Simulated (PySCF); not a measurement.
[Nd(H2O)]3+ at several levels of theory

Computed with PySCF 2.14.0 (density fitting, no spin-orbit coupling) at the geometry relaxed with PBE0:

```xyz
4
[Nd(H2O)]3+ (singlet in the valence; each metal's 4f electrons, 3 of them, lie in its core potential, out of spins and levels)
Nd    0.0000    0.0000   -0.1034
O     0.0000    0.0000    2.1429
H     0.7790    0.0000    2.7709
H    -0.7790    0.0000    2.7709
```

| level | basis | state | HOMO (eV) | gap (eV) | charge on Nd1 (e) | population of f-type functions on Nd1 (polarisation alone where 4f lies in the core) | dipole about the centre of mass (D) | largest force component (eV/Å) |
| --- | --- | --- | --- | --- | --- | --- | --- | --- |
| PBE0 | Nd lcecp-1-SVP with ECP49, O def2-SVP, H def2-SVP | singlet | -27.80 | 7.29 | 2.57 | 0.02 | 2.77 | 0.00 |
| BP86 | the same | singlet | -26.27 | 4.82 | 2.52 | 0.02 | 3.11 | 0.54 |
| r2SCAN | the same | singlet | -26.41 | 5.61 | 2.57 | 0.02 | 2.83 | 0.15 |

In the lcecp rows the 4f levels are missing from HOMO and gap, and the state counts the valence alone.

Charges are Mulliken's, which hang on the basis. The relaxation used the grid (50, 194), these runs (75, 302) or, all-electron (x2c bases, spin-free X2C Hamiltonian), (99, 590).

Problem. What does PBE0 with Nd lcecp-1-TZVP with ECP49, O def2-TZVP, H def2-TZVP give here?

Solution. state singlet, HOMO (eV) -27.78, gap (eV) 7.32, charge on Nd1 (e) 2.66, population of f-type functions on Nd1 (polarisation alone where 4f lies in the core) 0.03, dipole about the centre of mass (D) 2.84, largest force component (eV/Å) 0.29. Time: 4.2 s on 2 threads of AMD EPYC 7R43 64-Core Processor (Zen 3), with other jobs on the host, from free ions and atoms.

In the first row's basis the gap widens with exact exchange: 4.8 to 5.6 eV for BP86, r2SCAN (none); 7.3 eV for PBE0 (a fixed share).

An lcecp potential fixes the number of 4f electrons, so in runs with it no electron can move into or out of that shell.
